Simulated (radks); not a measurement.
Valence configurations of Al II (all share [Ne]). Calculated with a radial shooting solver on a logarithmic mesh with Libxc functionals: scalar-relativistic Kohn-Sham, LDA (Slater exchange, Perdew-Wang correlation), spin-polarised, spherical densities, finite nucleus; open shells are filled with parallel spins first; Fermi nuclear charge, rms radius 3.061 fm. Energies are relative to 3s2; eigenvalues in eV for spin up.

valence      E (eV)  moment (Bohr magnetons)    e(3p)    e(3s)
3s2           0.000                        0        -  -14.917
3s1 3p1       4.752                        2  -10.480  -16.451
3s1.5 3p0.5   2.646                        1   -9.893  -15.766
3p2          10.760                        2  -11.075        -
3s0.5 3p1.5   7.747                        2  -10.786  -16.794

NIST lists [Ne] 3s2 as the ground configuration; this level of theory agrees among the configurations tried. The energies are those of spherical high-spin densities, not of single terms.
